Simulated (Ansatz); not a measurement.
Isolated molecules relaxed with PBE0-D4/def2-TZVP in Ansatz; ΔE leaves out vibrations. CCSD(T)/CBS is the MP2 limit (def2-TZVPP, def2-QZVPP) plus CCSD(T) − MP2 in def2-TZVPP, frozen cores. Functionals use def2-TZVPP. B3LYP here is the variant with VWN-RPA as its local correlation; programs differ in this. For Ge outer-core shells are correlated without core-valence functions, which leaves a few kJ/mol of doubt a bond. Scalar relativity is left out up to krypton. Each species was taken in one conformer, which may not be the lowest.

Consider the formal exchange of groups at the Si–Si bond: `[SiH3][SiH2][SiH2][SiH2][GeH3]` + `[OH][GeH]([OH])[GeH3]` → `[OH][Ge]([OH])([SiH3])[GeH3]` + `[SiH3][SiH2][SiH2][GeH3]`.

`[SiH3][SiH2][SiH2][SiH2][GeH3]`:

```xyz
17

Si    0.358    0.805    2.494
Si    0.095   -1.289    1.487
Si    1.239   -1.323   -0.553
Si    0.605    0.559   -1.786
Ge   -1.770    0.709   -1.859
H    -0.334    0.865    3.809
H     1.804    1.089    2.700
H    -0.208    1.857    1.607
H    -1.353   -1.529    1.229
H     0.591   -2.362    2.394
H     2.708   -1.311   -0.304
H     0.902   -2.557   -1.317
H     1.147    0.501   -3.172
H     1.144    1.779   -1.124
H    -2.367   -0.574   -2.462
H    -2.229    1.906   -2.708
H    -2.331    0.876   -0.437
```

`[OH][GeH]([OH])[GeH3]`:

```xyz
10

O     0.843   -0.774   -1.646
Ge    0.237    0.451   -0.496
O     1.646    1.103    0.371
Ge   -1.117   -0.609    1.205
H     0.667   -0.538   -2.559
H    -0.432    1.566   -1.341
H     2.378    1.302   -0.219
H    -1.498    0.416    2.283
H    -2.399   -1.159    0.562
H    -0.326   -1.759    1.839
```

`[OH][Ge]([OH])([SiH3])[GeH3]`:

Z-matrix (Å, degrees):
```
Ge
O 1 1.790
Si 1 2.383 2 105.2
O 1 1.790 2 109.6 3 112.7
Ge 1 2.443 2 108.5 3 -129.0
H 2 0.960 1 113.6 3 171.6
H 3 1.485 1 108.8 2 178.6
H 3 1.486 1 108.8 2 -62.6
H 3 1.484 1 109.9 2 58.0
H 4 0.960 1 113.6 2 75.8
H 5 1.542 1 109.1 2 -59.3
H 5 1.537 1 110.9 2 60.0
H 5 1.537 1 110.9 2 -178.6
```

`[SiH3][SiH2][SiH2][GeH3]`:

Cartesian coordinates in Å:
```
Si 2.144 0.849 -0.501
Si 0.389 1.244 0.993
Si -1.586 0.326 0.145
Ge -1.259 -1.983 -0.334
H 1.823 1.442 -1.827
H 3.417 1.439 -0.007
H 2.331 -0.617 -0.671
H 0.233 2.708 1.224
H 0.701 0.597 2.298
H -1.961 1.032 -1.112
H -2.703 0.481 1.118
H -0.222 -2.147 -1.457
H -2.570 -2.651 -0.781
H -0.738 -2.719 0.912
```

```csv
level,ΔE (kJ/mol),difference from CCSD(T)/CBS
PBE-D4,-4.8,1.0
r2SCAN-D4,-5.5,0.3
PBE0-D4,-2.2,3.6
B3LYP-D4,-8.3,-2.5
ωB97X-V,-3.9,1.9
ωB97M-V,-6.6,-0.8
B2PLYP,-10.4,-4.6
PBE,-7.8,-2.0
r2SCAN,-6.5,-0.7
PBE0,-5.0,0.8
B3LYP,-12.9,-7.1
HF/def2-TZVPP,-8.4,-2.6
MP2/def2-TZVPP,-6.8,-1.0
SCS-MP2/def2-TZVPP,-8.1,-2.3
CCSD/def2-TZVPP,-6.0,-0.2
CCSD(T)/def2-TZVPP,-5.7,0.1
HF/def2-QZVPP,-8.0,-2.2
MP2/def2-QZVPP,-6.7,-0.9
SCS-MP2/def2-QZVPP,-7.7,-1.9
HF/CBS(def2),-8.0,-2.2
MP2/CBS(def2),-6.9,-1.1
CCSD/CBS(def2),-6.1,-0.3
CCSD(T)/CBS,-5.8,0
```

Largest T1 diagnostic among the species: 0.013.

The D4 term adds +4.7 kJ/mol with B3LYP and +2.8 kJ/mol with PBE0; it sums over pairs of atoms, weighted by their polarisabilities, and B3LYP, whose exchange is more repulsive, gets the larger term.
